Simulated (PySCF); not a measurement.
H₄O₃SSi. Atoms are numbered in the order given.

```xyz
9

O     -1.2468     0.3034    -1.2294
Si    -0.2980    -0.2032     0.0244
O     -0.9367    -0.0111     1.5402
O     -0.1067    -1.8314    -0.1847
S      1.4792     0.9908    -0.0517
H     -1.8620    -0.3625    -1.5632
H     -0.9890     0.8938     1.8709
H      0.2335    -2.3278     0.5691
H      1.4445     1.1017    -1.3991
```
Charge 0, spin multiplicity 1.

Geometry optimised at B3LYP-D3(BJ)/def2-SVP. Other conformers were not sampled.

All values below come from PBE/def2-TZVP (PySCF).

ESP charges are fitted to the potential on shells at 1.4 to 2.0 van der Waals radii. Atomic charges (e):

```
atom  Löwdin    IAO  ESP fit  Mulliken
----  ------  -----  -------  --------
O1     -0.09  -0.78    -0.70     -0.47
Si2    -0.48   1.45     0.76      0.60
O3     -0.09  -0.79    -0.62     -0.47
O4     -0.09  -0.78    -0.67     -0.47
S5      0.14  -0.35    -0.35     -0.33
H6      0.18   0.37     0.48      0.32
H7      0.18   0.38     0.42      0.32
H8      0.18   0.38     0.45      0.32
H9      0.07   0.12     0.22      0.18
```

Task: Give the Mayer and Wiberg (Löwdin basis) orders of the bonds. (The exact figures need the calculation; the answer reports its results.)

Result: 
| bond | Mayer | Wiberg |
|---|---|---|
| O1–Si2 | 1.25 | 1.68 |
| Si2–O3 | 1.23 | 1.68 |
| Si2–O4 | 1.25 | 1.68 |
| Si2–S5 | 1.14 | 1.59 |
| O1–H6 | 0.87 | 1.01 |
| O3–H7 | 0.87 | 1.01 |
| O4–H8 | 0.88 | 1.01 |
| S5–H9 | 0.93 | 1.01 |
